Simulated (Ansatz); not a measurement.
Au2Br, relaxed as a quartet with UKS PBE-D4/def2-TZVP in Ansatz, starting from the PBE-D4/def2-TZVP geometry of the neutral doublet. Force threshold 0.02 eV/Å.

In the def2 sets Au takes a core potential; there is no spin–orbit coupling. The relaxation made no stability test and no search for a lower SCF solution. At PBE-D4/def2-TZVP a doublet of charge 0 lies 2.09 eV below the quartet, each at its own geometry. The structure comes from a short search, and lower isomers may exist.

Start:

```xyz
3

Au   -0.245   -0.298    0.018
Au    1.665   -0.554    1.687
Br   -1.419    0.852   -1.705
```

```json
{"step": "1", "energy (eV)": "-77423.3869", "largest force component (eV/Å)": "1.020", "SCF passes": "75"}
{"step": "2", "energy (eV)": "-77423.5865", "largest force component (eV/Å)": "0.276", "SCF passes": "57"}
{"step": "3", "energy (eV)": "-77423.6687", "largest force component (eV/Å)": "0.202", "SCF passes": "60"}
{"step": "4", "energy (eV)": "-77423.7400", "largest force component (eV/Å)": "0.246", "SCF passes": "79"}
{"step": "5", "energy (eV)": "-77423.7906", "largest force component (eV/Å)": "0.135", "SCF passes": "111"}
{"step": "6", "energy (eV)": "-77423.8982", "largest force component (eV/Å)": "0.276", "SCF passes": "88"}
{"step": "7", "energy (eV)": "-77424.0416", "largest force component (eV/Å)": "0.344", "SCF passes": "36"}
{"step": "8", "energy (eV)": "-77424.2302", "largest force component (eV/Å)": "0.413", "SCF passes": "33"}
{"step": "9", "energy (eV)": "-77424.3726", "largest force component (eV/Å)": "0.107", "SCF passes": "33"}
{"step": "10", "energy (eV)": "-77424.3737", "largest force component (eV/Å)": "0.040", "SCF passes": "23"}
{"step": "11", "energy (eV)": "-77424.3739", "largest force component (eV/Å)": "0.002", "SCF passes": "25"}
```

Force components are those of the run's own axes.

End:

```tsv
atom	x (Å)	y (Å)	z (Å)
Au1	-0.875	-1.253	0.198
Au2	1.272	0.211	0.844
Br3	-0.397	1.042	-1.041
```

Bonds formed: Au2–Br3 (atoms count from 1).

No frequencies were taken in this run, so the end may be a saddle point.

Run time 30 s (4 threads of Arm Neoverse V2 on a shared host).
